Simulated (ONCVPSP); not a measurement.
# Building the ONCV potential for Zr (PBE, scalar-relativistic).

ONCVPSP 4.0.1 was run on this input:

```
# ATOM AND REFERENCE CONFIGURATION
# atsym  z   nc   nv     iexc    psfile
  Zr 40.00    6    4        4      upf
#
#   n    l    f
    1    0    2.00
    2    0    2.00
    2    1    6.00
    3    0    2.00
    3    1    6.00
    3    2   10.00
    4    0    2.00
    4    1    6.00
    4    2    2.50
    5    0    1.50
#
# PSEUDOPOTENTIAL AND OPTIMIZATION
# lmax
    2
#
#   l,   rc,      ep,       ncon, nbas, qcut
    0    2.35    0.00    3    7    4.50
    1    1.45    0.00    4    9    4.90
    2    3.00    0.00    4    8    6.10
#
# LOCAL POTENTIAL
# lloc, lpopt,  rc(5),   dvloc0
    4    5    1.20   -1.00
#
# VANDERBILT-KLEINMAN-BYLANDER PROJECTORs
# l, nproj, debl
    0    2    2.50
    1    3    0.50
    2    2    2.40
#
# MODEL CORE CHARGE
# icmod, fcfact, rcfact
    0    0.00    0.00
#
# LOG DERIVATIVE ANALYSIS
# epsh1, epsh2, depsh
   -3.00    5.00    0.02
#
# OUTPUT GRID
# rlmax, drl
    6.00    0.01
#
# TEST CONFIGURATIONS
# ncnf
    4
# nvcnf
#   n    l    f
    4
    4    0    2.00
    4    1    6.00
    4    2    2.00
    5    0    2.00
#
    4
    4    0    2.00
    4    1    6.00
    4    2    2.00
    5    0    1.00
#
    4
    4    0    2.00
    4    1    6.00
    4    2    2.00
    5    0    0.00
#
    4
    4    0    1.00
    4    1    6.00
    4    2    2.00
    5    0    2.00
#
```

Command:

```bash
oncvpsp.x < Zr.dat > Zr.out
```

Output (shortened: citation, most of the input echo, consistency checks and plot data are left out):

```
ONCVPSP  (Optimized Norm-Conservinng Vanderbilt PSeudopotential)
scalar-relativistic version 4.0.1

#   n    l    f        energy (Ha)
    1    0    2.00    -6.5502040E+02
    2    0    2.00    -9.0720101E+01
    2    1    6.00    -8.0893987E+01
    3    0    2.00    -1.4830864E+01
    3    1    6.00    -1.1629507E+01
    3    2   10.00    -6.3759038E+00
    4    0    2.00    -1.9617979E+00
    4    1    6.00    -1.1543883E+00
    4    2    2.50    -1.0694613E-01
    5    0    1.50    -1.5134645E-01

Reference configufation results
  iterations    23
  all-electron total energy (Ha)   -3.59851209D+03

Begin loop to  construct optimized pseudo wave functions
and semi-local pseudopoentials for all angular momenta

Calculating optimized projector #   1

 for l=   0

    Fraction of norm inside rc  0.985893
    Optimizing pswf for qcut=   4.50 a_B^-1,  ecut=  10.14 Ha
    Residual kinetic energy error=  1.10D-06 Ha

    Energy error per electron        Cutoff
         Ha          eV             Ha
         0.01000     0.27211        3.81
         0.00100     0.02721        5.12
         0.00010     0.00272        6.33
         0.00001     0.00027        7.25

Calculating optimized projector #   2

 for l=   0

    Fraction of norm inside rc  0.117621
    Optimizing pswf for qcut=   4.50 a_B^-1,  ecut=  10.14 Ha
    Residual kinetic energy error=  1.10D-05 Ha

    Energy error per electron        Cutoff
         Ha          eV             Ha
         0.01000     0.27211        2.88
         0.00100     0.02721        4.12
         0.00010     0.00272        6.09
         0.00001     0.00027       10.64

WARNING wellstate: negative energy specified for n= 5 l=  1
WARNING scattering state with energy  0.25000000
WARNING will be used for the first projector

   Wellstate for l =  1  n =  5
     eigenvalue =   0.2500
     asymptotic potential =   0.7500
     half-point radius =  4.0526

   Wellstate for l =  1  n =  6
     eigenvalue =   0.7500
     asymptotic potential =   1.2500
     half-point radius =  5.5673

Calculating optimized projector #   1

 for l=   1

    Fraction of norm inside rc  0.613886
    Optimizing pswf for qcut=   4.89 a_B^-1,  ecut=  11.97 Ha
    Residual kinetic energy error=  2.99D-03 Ha

    Energy error per electron        Cutoff
         Ha          eV             Ha
         0.01000     0.27211        7.25
         0.00100     0.02721       45.22
         0.00010     0.00272      123.11
         0.00001     0.00027      143.73

Calculating optimized projector #   2

 for l=   1

    Fraction of norm inside rc  0.084826
    Optimizing pswf for qcut=   4.89 a_B^-1,  ecut=  11.97 Ha
    Residual kinetic energy error=  9.06D-04 Ha

    Energy error per electron        Cutoff
         Ha          eV             Ha
         0.01000     0.27211        6.40
         0.00100     0.02721        9.93
         0.00010     0.00272       39.15
         0.00001     0.00027      146.52

Calculating optimized projector #   3

 for l=   1

    Fraction of norm inside rc  0.051499
    Optimizing pswf for qcut=   4.89 a_B^-1,  ecut=  11.97 Ha
    Residual kinetic energy error=  7.76D-04 Ha

    Energy error per electron        Cutoff
         Ha          eV             Ha
         0.01000     0.27211        6.36
         0.00100     0.02721        9.61
         0.00010     0.00272       31.49
         0.00001     0.00027       87.09

   Wellstate for l =  2  n =  7
     eigenvalue =   2.2931
     asymptotic potential =   2.7931
     half-point radius =  5.1708

Calculating optimized projector #   1

 for l=   2

    Fraction of norm inside rc  0.751962
    Optimizing pswf for qcut=   6.10 a_B^-1,  ecut=  18.60 Ha
    Residual kinetic energy error=  3.29D-09 Ha

    Energy error per electron        Cutoff
         Ha          eV             Ha
         0.01000     0.27211        8.03
         0.00100     0.02721       10.57
         0.00010     0.00272       12.71
         0.00001     0.00027       14.39

Calculating optimized projector #   2

 for l=   2

    Fraction of norm inside rc  0.222708
    Optimizing pswf for qcut=   6.10 a_B^-1,  ecut=  18.60 Ha
    Residual kinetic energy error=  4.03D-07 Ha

    Energy error per electron        Cutoff
         Ha          eV             Ha
         0.01000     0.27211       10.46
         0.00100     0.02721       12.88
         0.00010     0.00272       14.95
         0.00001     0.00027       16.45

Construct Vanderbilt / Kleinmman-Bylander projectors

B matrix Hermiticity error, ll=   0
   1   2    1.2787E-04

  Orthonormal projector coefficients  8.0610E+00  9.9790E-01

B matrix Hermiticity error, ll=   1
   1   2    1.3397E-04
   1   3   -1.5163E-04
   2   3    1.8629E-05

  Orthonormal projector coefficients -2.4024E+02  8.3640E+00  2.4108E+00

B matrix Hermiticity error, ll=   2
   1   2    8.3661E-05

  Orthonormal projector coefficients  3.9663E+00 -5.8564E-01

Pseudoatom total energy  -47.165622

Diagnostic tests using Vanderbilt-Kleinman-Bylander pseudopotentials
  1 or more projectors used as specified by nproj input data

   l    rcore       rmatch      e in        delta e   norm test  slope test

   0   2.3627015   2.4344382  -1.9617979   0.0000033   1.0001331   1.0001195
   0   2.3627015   2.4344382  -0.1513464   0.0000055   1.0000413   0.9999692

   1   1.4553666   1.4995547  -1.1543883  -0.0000116   1.0001001   1.0001250
   1   1.4553666   1.4995547   0.2500000  -0.0000005   1.0002571   1.0002571
   1   1.4553666   1.4995547   0.7500000   0.0000004   1.0002972   1.0002972

   2   3.0014291   3.0925590  -0.1069461  -0.0000002   1.0000175   1.0000197
   2   3.0014291   3.0925590   2.2930539   0.0000003   1.0000458   1.0000458

 Testing for bound ghosts
   n   l    E NL Schr. Eq   E Basis Diag.   E Cutoff

   1   0       -1.961795       -1.961784     34.30
   2   0       -0.151341       -0.137499     34.30

       1                     -107.193550    235.85  WARNING - GHOST(-)
   2   1       -1.154400       -1.153693    235.85

   3   2       -0.106946       -0.106477     38.26

 Testing for highly-localized positive-energy ghosts
       l    <radius>/rc     E Basis Diag.   E Cutoff

       0        0.744588        1.693988     34.30  WARNING - GHOST(+)

Test configuration 0

   n   l     f        eae           eps        diff
   1   0  2.0000 -655.02039586
   2   0  2.0000  -90.72010095
   2   1  6.0000  -80.89398728
   3   0  2.0000  -14.83086426
   3   1  6.0000  -11.62950685
   3   2 10.0000   -6.37590377
   4   0  2.0000   -1.96179794   -1.96179461    3.33D-06
   4   1  6.0000   -1.15438829   -1.15439988   -1.16D-05
   4   2  2.5000   -0.10694613   -0.10694632   -1.90D-07
   5   0  1.5000   -0.15134645   -0.15134092    5.53D-06

    Total energies and differences
      AE_ref= -3.59851209D+03  AE_tst= -3.59851209D+03  dif=  0.00D+00
      PS_ref= -4.71656218D+01  PS_tst= -4.71656218D+01  dif= -3.62D-13
      PSP excitation error=  3.62D-13

Test configuration 1

   n   l     f        eae           eps        diff
   1   0  2.0000 -655.06182565
   2   0  2.0000  -90.76510844
   2   1  6.0000  -80.93873135
   3   0  2.0000  -14.87504184
   3   1  6.0000  -11.67370344
   3   2 10.0000   -6.42038136
   4   0  2.0000   -2.00302059   -2.00111310    1.91D-03
   4   1  6.0000   -1.19294487   -1.19211161    8.33D-04
   4   2  2.0000   -0.13226204   -0.13200959    2.52D-04
   5   0  2.0000   -0.16314901   -0.16315929   -1.03D-05

    Total energies and differences
      AE_ref= -3.59851209D+03  AE_tst= -3.59853098D+03  dif= -1.89D-02
      PS_ref= -4.71656218D+01  PS_tst= -4.71846027D+01  dif= -1.90D-02
      PSP excitation error=  9.43D-05

Test configuration 2

   n   l     f        eae           eps        diff
   1   0  2.0000 -655.30965741
   2   0  2.0000  -91.01055422
   2   1  6.0000  -81.18433961
   3   0  2.0000  -15.12067150
   3   1  6.0000  -11.91930684
   3   2 10.0000   -6.66581313
   4   0  2.0000   -2.24831199   -2.24795247    3.60D-04
   4   1  6.0000   -1.43842228   -1.43812697    2.95D-04
   4   2  2.0000   -0.36685036   -0.36655400    2.96D-04
   5   0  1.0000   -0.36546398   -0.36551938   -5.54D-05

    Total energies and differences
      AE_ref= -3.59851209D+03  AE_tst= -3.59826868D+03  dif=  2.43D-01
      PS_ref= -4.71656218D+01  PS_tst= -4.69222522D+01  dif=  2.43D-01
      PSP excitation error=  3.95D-05

Test configuration 3

   n   l     f        eae           eps        diff
   1   0  2.0000 -655.60251622
   2   0  2.0000  -91.30033187
   2   1  6.0000  -81.47432123
   3   0  2.0000  -15.41027674
   3   1  6.0000  -12.20886567
   3   2 10.0000   -6.95516886
   4   0  2.0000   -2.53524430   -2.53753700   -2.29D-03
   4   1  6.0000   -1.72426830   -1.72504051   -7.72D-04
   4   2  2.0000   -0.63575278   -0.63552636    2.26D-04

    Total energies and differences
      AE_ref= -3.59851209D+03  AE_tst= -3.59779313D+03  dif=  7.19D-01
      PS_ref= -4.71656218D+01  PS_tst= -4.64464318D+01  dif=  7.19D-01
      PSP excitation error= -2.32D-04

Test configuration 4

   n   l     f        eae           eps        diff
   1   0  2.0000 -655.63107405
   2   0  2.0000  -91.31647772
   2   1  6.0000  -81.49131806
   3   0  2.0000  -15.41827369
   3   1  6.0000  -12.21648536
   3   2 10.0000   -6.96205814
   4   0  1.0000   -2.46176072   -2.49293031   -3.12D-02
   4   1  6.0000   -1.63210888   -1.64160598   -9.50D-03
   4   2  2.0000   -0.49556927   -0.49117756    4.39D-03
   5   0  2.0000   -0.41916061   -0.42095667   -1.80D-03

    Total energies and differences
      AE_ref= -3.59851209D+03  AE_tst= -3.59630667D+03  dif=  2.21D+00
      PS_ref= -4.71656218D+01  PS_tst= -4.49453824D+01  dif=  2.22D+00
      PSP excitation error= -1.48D-02
```

Note: ghosts flagged at negative energy: p at -2916.9 eV; GHOST(+) flagged for s at 46.1 eV. A true bound ghost makes a file unfit for plane-wave use.

The run took about 5.8 s on one core of a shared server CPU.
